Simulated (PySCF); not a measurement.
**Spinor energies of Tl⁻ (thallium, charge -1)**

Start: [Xe] 4f14 5d10 6s2 6p2; 6p1/2 filled at m_j = -1/2, +1/2. Calculated with PySCF 2.14 in x2c-TZVPPall-2c with one added diffuse shell each of s, p, d, f type (12s12p10d4f, 126 functions): generalised Hartree-Fock with the X2C-1e Hamiltonian and a Gaussian nucleus; spin-orbit coupling (SO) screened by Boettger's factors.

```tsv
spinor shell	electrons	ε, screened SO (eV)	weight of nominal j (screened SO)	rms radius, screened SO (bohr)
1s1/2	2	-85974.8	1.000	0.0184
2s1/2	2	-15455.6	1.000	0.0743
2p1/2	2	-14811.4	1.000	0.0628
2p3/2	4	-12740.6	1.000	0.0710
3s1/2	2	-3755.6	1.000	0.189
3p1/2	2	-3466.1	1.000	0.181
3p3/2	4	-2999.1	1.000	0.197
3d3/2	4	-2527.1	1.000	0.173
3d5/2	6	-2427.8	1.000	0.178
4s1/2	2	-872.24	1.000	0.416
4p1/2	2	-746.44	1.000	0.420
4p3/2	4	-631.31	1.000	0.454
4d3/2	4	-425.80	1.000	0.465
4d5/2	6	-403.72	1.000	0.476
5s1/2	2	-147.17	1.000	0.942
4f5/2	6	-135.69	1.000	0.509
4f7/2	8	-131.12	1.000	0.511
5p1/2	2	-102.88	1.000	1.02
5p3/2	4	-81.872	1.000	1.11
5d3/2	4	-18.903	1.000	1.46
5d5/2	6	-16.309	1.000	1.51
6s1/2	2	-7.078	1.000	2.89
6p1/2	2	-0.209	1.000	5.42
```

```csv
quantity,screened SO
E (hartree),-20265.12656
M_J,0
⟨J²⟩,0.000
⟨L²⟩,1.517
⟨S²⟩,1.517
```

Breit and QED terms are absent; they matter most for the inner s and p1/2 levels.

Densities and radii are taken from the X2C orbitals without a picture-change correction, which distorts them close to the nucleus.
